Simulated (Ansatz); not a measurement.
Computed with Ansatz on PBE0-D4/def2-TZVP structures; ΔE is electronic, products minus reactants. CBS: MP2 limit from def2 TZ/QZ plus the TZ coupled-cluster correction, frozen cores. This one scheme is used for every species, atoms too. DFT in def2-TZVPP. No spin–orbit coupling; open shells (•) take unrestricted orbitals. Spin–orbit coupling would lower the free atoms: a little for C, Cl, O, Si. One conformer a species, not always the lowest.

Reaction (atomization): `O=C[SiH](Cl)O[SiH3]` → C• + Cl• + 5 H• + 2 O• + 2 Si•

CCSD(T)/CBS gives +4083.5 kJ/mol.

(1) Another level gave +4635.7 kJ/mol. Which?
A. LDA (SPW92)/def2-TZVPP
B. BHLYP-D4/def2-TZVPP
C. SCS-MP2/def2-TZVPP
D. ωB97M-V/def2-TZVPP

(2) What do rigid-rotor, harmonic-oscillator terms from PBE0-D4/def2-TZVP frequencies (298.15 K, 1 bar) make of the CCSD(T)/CBS value? (Estimate.)

Largest T1 diagnostic among the species: 0.013.

Answers

(1) A. LDA (SPW92) 4635.7, ωB97M-V 4087.4, BHLYP-D4 3934.3, SCS-MP2/def2-TZVPP 4031.1 kJ/mol.

(2) The calculation gave: ΔZPE = -156.9 kJ/mol, ΔH = +3969.0 kJ/mol, ΔS = 1161 J/(mol·K), ΔG = +3622.7 kJ/mol. Open shells count their whole term as degenerate. Modes under 50 cm⁻¹ make the entropy rough.

At CCSD(T), def2-SVP lies −307.6 kJ/mol from the extrapolated value and def2-TZVPP −125.9 kJ/mol: correlation converges slowly with the basis, and small sets miss more of it in the bonded molecule than in its fragments. From BLYP to BHLYP (50 % exact exchange), in def2-TZVPP and without D4, ΔE moves by −96.9 kJ/mol: exact exchange takes away binding that semilocal exchange gives to molecules.

For atomizations the MP2-based limit and the directly extrapolated one differ by several kJ/mol either way, and by 10 to 25 for some Ge, Se and Sn compounds, so smaller differences from it don't rank the levels.
